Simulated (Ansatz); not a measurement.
The first iterations of a band of CH5As (7 atoms, charge 0, multiplicity 1).

Theory: RKS B3LYP-D4/def2-SVPD in Ansatz 0.2.0.

* movable images: 5
* climbing image: from the first iteration
* spring: 5.0 eV/Å²
* optimiser: fire
* start path: through a guess of the saddle point
* force threshold: 0.05 eV/Å
* iteration limit: 60
* end points: relaxed

Image 0:

```xyz
7
Properties=species:S:1:pos:R:3
C -0.062 -0.758 -0.257
As 0.729 0.819 0.672
H -0.250 -1.544 0.486
H 0.667 -1.138 -0.985
H -0.998 -0.517 -0.775
H -0.579 1.285 1.315
H 0.555 1.786 -0.502
```

Image 6:

```xyz
7
Properties=species:S:1:pos:R:3
C -0.190 -0.726 -0.282
As -0.434 1.103 0.473
H -0.540 -1.455 0.461
H 0.855 -0.942 -0.534
H -0.811 -0.825 -1.183
H 0.670 0.974 1.525
H 0.512 1.802 -0.507
```

| iteration | highest image above the first end (eV) | largest band force component (eV/Å) |
| --- | --- | --- |
| 1 | 3.195 | 9.482 |
| 2 | 2.933 | 2.951 |
| 3 | 2.771 | 1.581 |
| 4 | 2.547 | 1.471 |
| 5 | 2.347 | 1.802 |
| 6 | 2.289 | 1.509 |
| 7 | 2.209 | 0.956 |
| 8 | 2.116 | 0.938 |

Does the band converge within its limit, and where does its top end?

It converged. It ended after 24 iterations with the highest image 1.859 eV above the first end. Neighbouring images differ by up to 1.6 eV, so the band resolves the path poorly. Another band between the same ends (5 images) ends at a top of the same energy, where a vibrational analysis finds 2 clearly imaginary modes.

Time of the run: 3.5 min on 2 threads of Arm Neoverse V1, with other jobs on the host, peak memory 0.2 GiB.
